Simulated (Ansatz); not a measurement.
System: C3H11NO3Si, net charge 0, singlet state. 
Structure (B3LYP-D3(BJ)/def2-TZVP (Ansatz, a program for electronic structure) minimum search):
SMILES: [Si](OC)(OC)(OC)N
```xyz
19

C      2.5161    -0.1367    -0.2047
O      1.2564     0.4815    -0.4127
Si    -0.0819     0.1133     0.4628
N      0.1502     0.3125     2.1328
O     -0.4653    -1.4734     0.3134
C     -0.8770    -2.0650    -0.9061
O     -1.2331     1.1044    -0.1356
C     -1.2992     1.6463    -1.4447
H      2.4865    -1.1940    -0.4838
H      2.8235    -0.0617     0.8416
H      3.2510     0.3714    -0.8294
H      0.2082     1.2284     2.5457
H     -0.2291    -0.3669     2.7713
H     -0.1705    -1.8527    -1.7150
H     -1.8670    -1.7057    -1.2017
H     -0.9265    -3.1445    -0.7624
H     -1.9652     2.5093    -1.4207
H     -1.7048     0.9140    -2.1490
H     -0.3140     1.9611    -1.7933
```
Charge 0, spin multiplicity 1.

Parts of the frozen-core correlation energy in 6-31G (Ansatz, hartree). Frozen orbitals: 12; correlated occupied orbitals by spin: 25 and 25; virtual: 61 and 61. Spin-orbit coupling is left out. No relativistic terms.

| term | value |
|---|---|
| reference (HF) | -687.86659 |
| MP2 opposite-spin | (withheld) |
| MP2 same-spin | (withheld) |
| CCSD correlation | (withheld) |
| (T) | -0.01699 |
| T1 diagnostic | 0.011 |
| largest doubles amplitude | 0.023 |

Complete the blanks.


- MP2 opposite-spin, value: -0.60052
- MP2 same-spin, value: -0.18517
- CCSD correlation, value: -0.84284
